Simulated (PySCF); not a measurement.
**Ne²⁺ (neon, charge +2) across methods**

[He] 2s2 2p4, high-spin 3P determinant. All numbers are calculated (PySCF 2.14, scalar relativity by spin-free X2C-1e, in dyall-acv3z).

| method | E (hartree) | mean ε 2s β (eV) | mean ε 2p α (eV) | mean ε 2p β (eV) | Σ⟨r²⟩ (bohr²) | ⟨S²⟩ |
| --- | --- | --- | --- | --- | --- | --- |
| r2SCAN | -126.7733 | -75.482 | -58.064 | -53.392 | 4.977 | 2.002 |
| UHF | -126.52008 | -86.582 | -70.108 | -64.113 | 4.950 | 2.004 |
| PBE0 | -126.7169 | -78.162 | -60.340 | -55.742 | 4.993 | 2.002 |
| LDA | -126.0323 | -74.801 | -56.888 | -52.148 | 5.041 | 2.001 |
| PBE | -126.6995 | -74.828 | -56.794 | -52.542 | 5.020 | 2.001 |
| PW91 | -126.7713 | -74.938 | -56.934 | -52.697 | 5.016 | 2.001 |
| revPBE | -126.7778 | -74.813 | -56.752 | -52.522 | 5.015 | 2.001 |
| TPSSh | -126.8212 | -76.689 | -58.507 | -54.433 | 4.988 | 2.002 |

Estimate the same row for BHandHLYP.

E (hartree) = -126.8027; mean ε 2s β (eV) = -81.520; mean ε 2p α (eV) = -63.810; mean ε 2p β (eV) = -58.988; Σ⟨r²⟩ (bohr²) = 4.982; ⟨S²⟩ = 2.002.
